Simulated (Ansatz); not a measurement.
Born–Oppenheimer molecular dynamics of CH₇ClMgN₂ (12 atoms, charge 0, multiplicity 1). It starts at the highest image of a converged band, a first-order saddle point between two minima.

All numbers below come from RKS revPBE/def2-SVP in Ansatz 0.2.0.

```json
{
 "ensemble": "NVE (velocity Verlet)",
 "time step": "0.5 fs",
 "steps asked": "200",
 "starting velocities drawn for": "100 K",
 "seed": "3456"
}
```

First frame:

```xyz
12
Properties=species:S:1:pos:R:3
Mg -0.142 -1.181 -1.129
N 1.516 0.093 -1.183
Cl -1.266 -2.669 -2.379
H 0.916 0.196 -0.022
N -0.117 -0.247 0.747
C -1.088 0.746 1.228
H 2.491 -0.234 -1.135
H 1.545 0.968 -1.725
H 0.238 -0.785 1.550
H -0.674 1.410 2.023
H -1.398 1.411 0.391
H -2.022 0.292 1.633
```

Question: How far do the bonds stretch over the last three quarters of this one trajectory? (Pairs bonded in most of those frames.)

Answer: 
| bond | mean (Å) | spread (Å) | shortest | longest |
| --- | --- | --- | --- | --- |
| Mg1–N2 | 1.963 | 0.024 | 1.93 | 2.03 |
| Mg1–Cl3 | 2.271 | 0.022 | 2.25 | 2.31 |
| Mg1–N5 | 2.375 | 0.083 | 2.18 | 2.49 |
| N2–H7 | 1.030 | 0.010 | 1.01 | 1.05 |
| N2–H8 | 1.029 | 0.005 | 1.02 | 1.04 |
| H4–N5 | 1.043 | 0.036 | 0.99 | 1.12 |
| N5–C6 | 1.487 | 0.011 | 1.46 | 1.50 |
| N5–H9 | 1.030 | 0.011 | 1.01 | 1.06 |
| C6–H10 | 1.113 | 0.010 | 1.10 | 1.13 |
| C6–H11 | 1.110 | 0.006 | 1.10 | 1.12 |
| C6–H12 | 1.110 | 0.020 | 1.08 | 1.14 |

Mean temperature of the second half: 200 K. The conserved energy stayed within 0.073 meV per atom of its start (net change 0.0055 meV per atom), so the integration is sound. The system heated up, since it started high on the potential surface and ran downhill. A run of 0.1 ps of so small a system gives no equilibrium averages. The orbitals stay closed-shell, which can raise the energy where a bond breaks towards radicals; this wasn't checked here.

The run took 6.2 min on 2 threads of Intel(R) Xeon(R) Platinum 8375C CPU @ 2.90GHz (Ice Lake), with other jobs on the host, peak memory 0.19 GiB.
